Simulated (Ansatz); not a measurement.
A further run on the cluster TiO4H4 (the lowest singlet isomer of a short search).

```yaml
crystal:
  periodic: [false, false, false]
  atoms:
    - {symbol: Ti, position_ang: [-0.062532, 0.307048, -0.068815]}
    - {symbol: O, position_ang: [-1.102369, -1.397741, -0.968896]}
    - {symbol: O, position_ang: [-0.087352, 1.605776, 1.122331]}
    - {symbol: O, position_ang: [-1.417572, -0.906563, 0.375938]}
    - {symbol: O, position_ang: [1.505970, -0.578425, -0.139983]}
    - {symbol: H, position_ang: [-0.516002, -2.167619, -0.773760]}
    - {symbol: H, position_ang: [-0.279074, 1.168344, -1.536248]}
    - {symbol: H, position_ang: [2.354932, -0.334484, 0.268830]}
    - {symbol: H, position_ang: [-0.396000, 2.303673, 1.720603]}
basis:
  gaussian: {orbitals: def2-TZVP}
hamiltonian: {xc: {name: CAM-B3LYP}}
scf: {omitted_lower_state_checks: [starts]}
output: {forces: true}
```

```sh
$ ansatz run in.yaml --threads 2 --pin off --events-out ev --progress --plain --max-ram 4352MiB
```

Shortened log:

```
Functional definition: CAM-B3LYP
1243 factors; their error is unknown
303 factors; integrals over basis functions are off by at most 1.2e-5 eV
mean field evaluation 1: about -31358.9990 eV, gradient 8.9e1 eV
mean field evaluation 2: about -31256.1020 eV, gradient 3.0e2 eV
mean field evaluation 4: about -31371.2939 eV, gradient 1.6e1 eV
mean field evaluation 8: about -31371.7199 eV, gradient 1.9e-1 eV
mean field evaluation 16: about -31371.8173 eV, gradient 6.3e-3 eV
mean field -31371.81733538 eV, -1152.8930224937 hartree, gradient 2.9e-5 eV, S^2 0.000000; 0 other end points of the search recorded, 0 dependent functions left out
reference -31371.81746805 eV, -1152.8930273694 hartree; 29, 29 occupied and 164, 164 virtual orbitals, 1243 factors
Total energy: -31371.81746805 eV, -1152.8930273694 hartree
Atom 0 at    -0.062532     0.307048    -0.068815 Å, force    -0.332967    -0.220593    -0.383070 eV/Å
Atom 1 at    -1.102369    -1.397741    -0.968896 Å, force     0.538216    -0.221407     0.765050 eV/Å
Atom 2 at    -0.087352     1.605776     1.122331 Å, force    -0.227681     0.550317     0.487450 eV/Å
Atom 3 at    -1.417572    -0.906563     0.375938 Å, force     0.142335    -0.014828    -0.497081 eV/Å
Atom 4 at     1.505970    -0.578425    -0.139983 Å, force     0.611615     0.309430     0.311622 eV/Å
Atom 5 at    -0.516002    -2.167619    -0.773760 Å, force    -0.489102     0.493980    -0.210228 eV/Å
Atom 6 at    -0.279074     1.168344    -1.536248 Å, force     0.041268    -0.155030     0.279403 eV/Å
Atom 7 at     2.354932    -0.334484     0.268830 Å, force    -0.532581    -0.226096    -0.300544 eV/Å
Atom 8 at    -0.396000     2.303673     1.720603 Å, force     0.248897    -0.515774    -0.452603 eV/Å
Dipole moment:     0.378069     0.042711     0.414464 e Å
Checks for a lower state left out: starts
```

Hardware: 2 threads of Arm Neoverse V1 on a shared host. Wall time 9 s, peak host memory 0.55 GiB.
